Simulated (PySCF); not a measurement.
Species: bromofluoroacetonitrile, C2HBrFN.
Atom-mapped SMILES: `[N:1]#[C:2][C@H:3]([F:4])[Br:5]` (hydrogens: H6 on C3)

Computed, not measured: PBE0-D3(BJ)/def2-TZVP geometry optimisation, gas phase (PySCF).

(1) Give the optimised bond lengths and angles.

Results:

(1) 
```tsv
bond	length (pm)
N1≡C2	114.8
C2–C3	145.6
C3–F4	135.0
C3–Br5	193.8
C3–H6	109.0
```

A selection of angles:
```tsv
angle	degrees
N1–C2–C3	178.2
C2–C3–F4	110.5
C2–C3–Br5	109.4
C2–C3–H6	110.8
F4–C3–Br5	110.2
F4–C3–H6	109.5
Br5–C3–H6	106.4
```

Point group: C1 (no symmetry element, even within 0.4 Å). No frequency check.

The run took 85 s of wall time on Arm Neoverse V1, one thread, no GPU, shared host, and the process peaked at 0.80 GiB of memory. These figures are those of the optimisation.

---

GaH2(CCH), C2H3Ga.
Bonds: Ga1–C4, C4–C5. Hydrogens: H2, H3 on Ga1; H6 on C5.

Method used: PBE0-D3(BJ)/def2-SVP geometry optimisation, gas phase (PySCF).

Problem. What internal coordinates does the optimisation give?

Solution. 
```tsv
bond	length (Å)
Ga1–H2, Ga1–H3	1.563
Ga1–C4	1.918
C4–C5	1.221
C5–H6	1.076
```

Bonds in one row agree within 0.01 Å and their mean is given. A selection of angles:
```tsv
angle	degrees
H2–Ga1–H3	123.6
H2–Ga1–C4	118.1
Ga1–C4–C5	179.9
C4–C5–H6	180.0
```

Ga1 (gallium bonded to C and 2 H) is planar (angles 123.6°, 118.2° and 118.1°, sum 360.0°, 0.00 Å off the plane of its three neighbours).

Point group: C2v (every atom within 0.08 Å of its image). No frequency check.

---

Nitryl fluoride, FNO2.
Atom-mapped SMILES: `[O:1]=[N+:2]([O-:3])[F:4]`

Computed, not measured: PBE0-D3(BJ)/def2-SVP geometry optimisation, gas phase in PySCF.

What internal coordinates does the optimisation give?

```tsv
bond	length (Å)
O1=N2, N2–O3	1.172
N2–F4	1.428
```

Bonds in one row agree within 0.01 Å and their mean is given. A selection of angles:
```tsv
angle	degrees
O1–N2–O3	134.9
O1–N2–F4	112.5
```

N2 (nitrogen bonded to F and 2 O) is planar (angles 134.9°, 112.6° and 112.5°, sum 360.0°, 0.00 Å off the plane of its three neighbours). The 4 heavy atoms lie in one plane (0.000 Å rms).

Point group: C2v (every atom within 0.08 Å of its image). Whether it is a minimum is left open (no frequencies).
